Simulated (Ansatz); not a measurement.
Calculated with Ansatz (gas phase, PBE0-D4/def2-TZVP geometries, no zero-point term in ΔE). CCSD(T)/CBS is the MP2 limit (def2-TZVPP, def2-QZVPP) plus CCSD(T) − MP2 in def2-TZVPP, frozen cores. Functionals use def2-TZVPP. B3LYP here is the variant with VWN-RPA as its local correlation; programs differ in this. Open shells (•) are unrestricted, without spin–orbit coupling. Each species was taken in one conformer, which may not be the lowest.

Consider the homolysis of the Si–Si bond: `O[SiH](O)[SiH](O)F` → `O[SiH]F`• + `O[SiH]O`•.

`O[SiH](O)[SiH](O)F`:

Cartesian coordinates in Å:
```
O 0.219 0.475 -2.171
Si 0.770 0.051 -0.679
O 1.053 1.355 0.302
Si -0.818 -1.052 0.665
O -1.487 0.093 1.625
F -0.063 -2.164 1.537
H -0.645 0.884 -2.236
H 2.034 -0.669 -0.972
H 1.783 1.940 0.091
H -1.940 -1.742 -0.013
H -0.907 0.827 1.850
```

`O[SiH]F`•:

```xyz
5

O    -0.596    0.939    0.016
Si    0.390   -0.321    0.359
F     0.916   -1.006   -0.992
H    -0.239    1.701   -0.444
H    -0.471   -1.313    1.062
```

`O[SiH]O`•:

Z-matrix (Å, degrees):
```
Si
O 1 1.641
O 1 1.652 2 107.5
H 1 1.496 2 104.2 3 119.1
H 2 0.959 1 117.2 3 48.6
H 3 0.958 1 117.1 2 -159.0
```

```csv
level,ΔE (kJ/mol),difference from CCSD(T)/CBS
PBE-D4,320.2,-25.5
BLYP-D4,312.6,-33.1
r2SCAN-D4,312.8,-32.9
B97M-V,338.4,-7.3
PBE0-D4,327.6,-18.1
B3LYP-D4,324.2,-21.5
B2PLYP,321.3,-24.4
PBE-QIDH,333.4,-12.3
r2SCAN,310.0,-35.7
r2SCANh,311.1,-34.6
RPA@PBE/def2-TZVPP,320.0,-25.7
CCSD/def2-SVP,326.7,-19.0
CCSD(T)/def2-SVP,330.3,-15.4
HF/def2-QZVPP,247.9,-97.8
MP2/def2-QZVPP,338.1,-7.6
HF/CBS(def2),247.4,-98.3
CCSD(T)/CBS,345.7,0
```

Question: What do rigid-rotor, harmonic-oscillator terms from PBE0-D4/def2-TZVP frequencies (298.15 K, 1 bar) make of the CCSD(T)/CBS value? (An estimate is asked.)

Answer: The calculation gave: ΔZPE = -12.5 kJ/mol, ΔH = +335.3 kJ/mol, ΔS = 179 J/(mol·K), ΔG = +281.9 kJ/mol. Open shells count their whole term as degenerate. Modes under 50 cm⁻¹ make the entropy rough.

Largest T1 diagnostic among the species: 0.015.

At CCSD(T), def2-SVP lies −15.4 kJ/mol from the extrapolated value and def2-TZVPP −8.7 kJ/mol: correlation converges slowly with the basis, and small sets miss more of it in the bonded molecule than in its fragments. Leaving LDA and LC-ωPBE aside and taking each functional with its dispersion term where it has one, the values, not all of them listed here, spread over 34.7 kJ/mol, from BLYP-D4 to ωB97X-V. LDA lies +48.1 kJ/mol from PBE without D4, its usual overbinding. In def2-TZVPP, CCSD(T) changes the Hartree–Fock value by +86.0 kJ/mol (the triples alone add +5.1 kJ/mol) and MP2 by +83.2 kJ/mol; breaking electron pairs costs correlation energy, which Hartree–Fock lacks.

CCSD(T)/CBS has its own doubt, a few kJ/mol and more with outer-core shells, so smaller differences from it don't rank the levels.
